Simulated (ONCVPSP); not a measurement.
# nitrogen: excitation energies, all-electron against ONCV

| Property | Result |
| --- | --- |
| Element | nitrogen |
| Generator | ONCVPSP 4.0.1 |
| Type | optimised norm-conserving Vanderbilt (ONCV) |
| Functional | LDA (Perdew-Wang 92) |
| Relativity | scalar-relativistic |
| Frozen core | [He] |
| Valence charge | 5 |
| Reference configuration | 2s1 2p4 |
| Partial waves | 2s: rc 0.80 bohr, ncon 5, nbas 8, qcut 6.7 1/bohr, 2 projectors, debl 2.9 Ha; 2p: rc 1.55 bohr, ncon 4, nbas 9, qcut 8.8 1/bohr, 3 projectors, debl 4 Ha |
| Local potential | polynomial inside 0.60 bohr (lpopt 5, dvloc0 2 Ha) |
| Core correction | Teter function, fcfact 4, rcfact 1.65 |

Energies are relative to the spin-unpolarised reference configuration 2s1 2p4; without spin polarisation the order of configurations can differ from experiment.

```json
{"valence configuration": "2s2 2p1", "charge": "+2", "ΔE all-electron (eV)": "31.499", "error AE − PS (meV)": "+224"}
{"valence configuration": "2s2 2p2.5", "charge": "+0.5", "ΔE all-electron (eV)": "-6.039", "error AE − PS (meV)": "+25"}
```

What are ΔE and the potential's error for 2s2 2p2?

ΔE = 2.526 eV all-electron; the error (AE − PS) is +57 meV.

What are ΔE and the potential's error for 2s2 2p3?

ΔE = -11.205 eV all-electron; the error (AE − PS) is +11 meV.

Levels in the configuration 2s2 2p2.5:

| level | all-electron (eV) | pseudo (eV) |
| --- | --- | --- |
| 2s | -24.936 | -24.930 |
| 2p | -13.583 | -13.540 |
